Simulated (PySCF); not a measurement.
Start geometry of `[O]=[W-2](=[O])(=[O])=[O]` ([WO4]2-) from GFN2-xTB (Å):
```
atom  x, y, z in Å
W1    -0.0001   -0.0007    0.0001
O2     0.0112   -0.0187    1.8035
O3     1.6965    0.0116   -0.6113
O4    -0.8573    1.4761   -0.5810
O5    -0.8504   -1.4683   -0.6113
```

What comes out of this run: PBE0-D3(BJ)/def2-SVP geometry optimisation, gas phase, def2 core potentials past Kr in PySCF?

```
atom  x, y, z in Å
W1     0.000    0.000    0.000
O2     0.017   -0.014    1.792
O3     1.683    0.010   -0.613
O4    -0.854    1.466   -0.578
O5    -0.846   -1.461   -0.601
```

The energy falls by 0.013 eV over 4 energy and gradient evaluations, the largest force component goes from 0.0110 to 6.2e-05 Eh/bohr, and the atoms move by 0.010 Å rms after alignment. Among the bonds, W1–O2, W1–O3, W1–O4 and W1–O5 change most and about equally (-0.012 to -0.011 Å). Bonds longer at the end by more than 0.005 Å: 0 of 4; shorter: 4. The orientation of the end geometry is arbitrary; only internal coordinates are fixed.

The run used 88 basis functions and 30 SCF cycles in all.

No PBE0-D3(BJ)/def2-SVP frequencies stand behind this structure, so it isn't proved a minimum. Whether so highly charged an anion holds all its electrons in the gas phase wasn't checked; a finite basis holds them in any case. The ion is multiply charged and computed without counter-ions or solvent.
